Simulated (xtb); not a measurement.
C₅H₉O₂ (SMILES CC(=O)C=C(C)[OH2+]), charge +1, singlet, from a rough starting geometry; GFN2-xTB in xtb.

Here is a job for xtb.
```
$ xtb mol.xyz --gfn 2 --chrg 1 --opt vtight --json

# file mol.xyz
16

C      2.66411337    -0.21339040    -0.45147905
C      1.26855899    -0.63586671    -0.09753192
O      0.92846556    -1.78371042     0.18282784
C      0.25009405     0.50493381    -0.12392141
C     -0.98565816     0.30353445     0.07178902
C     -1.82641909    -0.92219728     0.40255347
O     -1.95851315     1.47447425     0.02570894
H      2.98891826     0.60089847     0.24526729
H      2.62698088     0.28241429    -1.47346949
H      3.35585304    -1.02425074    -0.49646844
H      0.68391264     1.47421606    -0.35353039
H     -2.56340027    -1.05261955    -0.28585265
H     -2.15153317    -0.89952278     1.42363251
H     -1.10986911    -1.85119288     0.37304609
H     -1.43513085     2.31521351     0.01175384
H     -2.69857145     1.43676494     0.66229616
```

Write the output that xtb gives for this input, abridged.


```
   ID    Z sym.   atoms
    1    6 C      1, 2, 4-6
    2    8 O      3, 7
    3    1 H      8-16

           -------------------------------------------------
          |                Calculation Setup                |
           -------------------------------------------------

           -------------------------------------------------
          |                 G F N 2 - x T B                 |
           -------------------------------------------------

          ...................................................
          :                      SETUP                      :
          :.................................................:
          :  # basis functions                  37          :
          :  # atomic orbitals                  37          :
          :  # shells                           23          :
          :  # electrons                        40          :
          :  max. iterations                   250          :
          :  Hamiltonian                  GFN2-xTB          :
          :  restarted?                      false          :
          :  GBSA solvation                  false          :
          :  PC potential                    false          :
          :  electronic temp.          300.0000000     K    :
          :  accuracy                    1.0000000          :
          :  -> integral cutoff          0.2500000E+02      :
          :  -> integral neglect         0.1000000E-07      :
          :  -> SCF convergence          0.1000000E-05 Eh   :
          :  -> wf. convergence          0.1000000E-03 e    :
          :  Broyden damping             0.4000000          :
          :  net charge                          1          :
          :  unpaired electrons                  0          :
          ...................................................

 iter      E             dE          RMSdq      gap      omega  full diag
   1    -23.1180337 -0.231180E+02  0.447E+00    3.96       0.0  T
   2    -23.1748924 -0.568587E-01  0.286E+00    2.79       1.0  T
   3    -23.1868466 -0.119541E-01  0.170E+00    3.16       1.0  T
   4    -23.1932647 -0.641818E-02  0.511E-01    2.94       1.0  T
   5    -23.1951583 -0.189359E-02  0.177E-01    2.93       1.0  T
   6    -23.1953829 -0.224604E-03  0.842E-02    2.98       1.0  T
   7    -23.1954104 -0.275061E-04  0.182E-02    2.97       1.4  T
   8    -23.1954112 -0.743010E-06  0.750E-03    2.97       3.3  T
   9    -23.1954112 -0.639892E-07  0.274E-03    2.97       9.1  T
  10    -23.1954113 -0.501858E-07  0.851E-04    2.97      29.4  T
  11    -23.1954113 -0.911498E-09  0.319E-04    2.97      78.4  T

   *** convergence criteria satisfied after 11 iterations ***

         :::::::::::::::::::::::::::::::::::::::::::::::::::::
         ::                     SUMMARY                     ::
         :::::::::::::::::::::::::::::::::::::::::::::::::::::
         :: total energy             -22.896650410152 Eh    ::
         :: gradient norm              0.182053754912 Eh/a0 ::
         :: HOMO-LUMO gap              2.969852910167 eV    ::
         ::.................................................::
         :: SCC energy               -23.195394966939 Eh    ::
         :: -> isotropic ES            0.131962423235 Eh    ::
         :: -> anisotropic ES         -0.007308562851 Eh    ::
         :: -> anisotropic XC          0.010274111353 Eh    ::
         :: -> dispersion             -0.008158510782 Eh    ::
         :: repulsion energy           0.298744556787 Eh    ::
         :: add. restraining           0.000000000000 Eh    ::
         :: total charge               1.000000000000 e     ::
         :::::::::::::::::::::::::::::::::::::::::::::::::::::

      -----------------------------------------------------------
     |                   =====================                   |
     |                        A N C O P T                        |
     |                   =====================                   |
[...]
 * total energy  :   -22.9141871 Eh     change       -0.6405658E-04 Eh
 * total energy  :   -22.9142034 Eh     change       -0.1632159E-04 Eh
 * total energy  :   -22.9142186 Eh     change       -0.1515111E-04 Eh
 * total energy  :   -22.9142248 Eh     change       -0.6208339E-05 Eh
 * total energy  :   -22.9142377 Eh     change       -0.1293269E-04 Eh
 * total energy  :   -22.9142430 Eh     change       -0.5277658E-05 Eh
 * total energy  :   -22.9142472 Eh     change       -0.4263790E-05 Eh
 * total energy  :   -22.9142489 Eh     change       -0.1704594E-05 Eh
 * total energy  :   -22.9142497 Eh     change       -0.7701202E-06 Eh
 * total energy  :   -22.9142499 Eh     change       -0.1642023E-06 Eh
 * total energy  :   -22.9142500 Eh     change       -0.1094190E-06 Eh
 * total energy  :   -22.9142501 Eh     change       -0.6737663E-07 Eh
   *** GEOMETRY OPTIMIZATION CONVERGED AFTER 16 ITERATIONS ***
         :: total energy             -22.914250050516 Eh    ::
[...]
        29                          0.0308777               0.8402
        30                          0.0445077               1.2111
        31                          0.0582103               1.5840
       ...                                ...                  ...
        37                          0.5558958              15.1267
      -------------------------------------------------------------
                  HL-Gap            0.1039797 Eh            2.8294 eV
             Fermi-level           -0.4993069 Eh          -13.5868 eV

     #   Z          covCN         q      C6AA      α(0)
     1   6 C        3.756    -0.153    23.512     6.914
     2   6 C        2.814     0.256    22.707     7.807
     3   8 O        0.857    -0.309    19.936     5.986
     4   6 C        2.889    -0.077    29.913     8.967
     5   6 C        2.794     0.134    25.056     8.200
     6   6 C        3.754    -0.159    23.641     6.933
     7   8 O        2.436    -0.242    17.980     5.727
     8   1 H        0.925     0.097     1.809     2.104
     9   1 H        0.925     0.097     1.813     2.106
    10   1 H        0.925     0.104     1.750     2.069
    11   1 H        0.926     0.094     1.841     2.122
    12   1 H        0.925     0.112     1.678     2.025
    13   1 H        0.924     0.102     1.765     2.077
    14   1 H        0.924     0.156     1.355     1.820
    15   1 H        0.803     0.389     0.505     1.116
    16   1 H        0.803     0.398     0.488     1.097

 Mol. C6AA /au·bohr⁶  :       1944.669193
 Mol. C8AA /au·bohr⁸  :      43876.487003
 Mol. α(0) /au        :         67.070559

Wiberg/Mayer (AO) data.
largest (>0.10) Wiberg bond orders for each atom

 ---------------------------------------------------------------------------
     #   Z sym  total        # sym  WBO       # sym  WBO       # sym  WBO
 ---------------------------------------------------------------------------
     1   6 C    3.984 --     2 C    1.029    10 H    0.974     9 H    0.945
                             8 H    0.943
     2   6 C    3.929 --     3 O    1.862     1 C    1.029     4 C    0.962
     3   8 O    2.138 --     2 C    1.862
     4   6 C    3.978 --     5 C    1.859     2 C    0.962    11 H    0.952
     5   6 C    3.827 --     4 C    1.859     6 C    1.075     7 O    0.762
     6   6 C    3.965 --     5 C    1.075    12 H    0.942    13 H    0.941
                            14 H    0.927
     7   8 O    2.502 --    15 H    0.825    16 H    0.819     5 C    0.762
     8   1 H    0.990 --     1 C    0.943
     9   1 H    0.990 --     1 C    0.945
    10   1 H    0.988 --     1 C    0.974
    11   1 H    0.991 --     4 C    0.952
    12   1 H    0.987 --     6 C    0.942
    13   1 H    0.989 --     6 C    0.941
    14   1 H    0.976 --     6 C    0.927
    15   1 H    0.849 --     7 O    0.825
    16   1 H    0.841 --     7 O    0.819
 ---------------------------------------------------------------------------

Topologies differ in total number of bonds
Writing topology from bond orders to xtbtopo.mol

molecular dipole:
                 x           y           z       tot (Debye)
 q only:       -2.212       2.421       0.356
   full:       -2.350       2.939       0.454       9.634
molecular quadrupole (traceless):
                xx          xy          yy          xz          yz          zz
 q only:       15.212      -6.836      -2.642      -6.954       2.153     -12.570
  q+dip:       16.340      -7.226      -3.137      -8.322       3.133     -13.203
   full:       15.455      -7.534      -3.421      -7.901       3.512     -12.034

optimized geometry written to: xtbopt.xyz

           -------------------------------------------------
          | TOTAL ENERGY              -22.914250050516 Eh   |
          | GRADIENT NORM               0.000115086039 Eh/α |
          | HOMO-LUMO GAP               2.829431899592 eV   |
           -------------------------------------------------

normal termination of xtb
```
